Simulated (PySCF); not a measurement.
SnBr₄, SMILES [Br][Sn]([Br])([Br])[Br]. The structure is a stationary point at PBE-D3(BJ)/def2-SVP. The isomer is the one that the SMILES or the coordinates give; other isomers of the formula were not compared. The def2 effective core potentials stand for the cores of Sn; spin–orbit coupling is left out.

Computed equilibrium geometry at PBE-D3(BJ)/def2-SVP (PySCF confirms it by a frequency run) as a Z-matrix, and its point group:
point group Td.
```
Sn
Br 1 2.4938
Br 1 2.4938 2 109.47
Br 1 2.4938 2 109.47 3 -120.00
Br 1 2.4938 2 109.47 3 120.00
```
Charge 0, spin multiplicity 1.
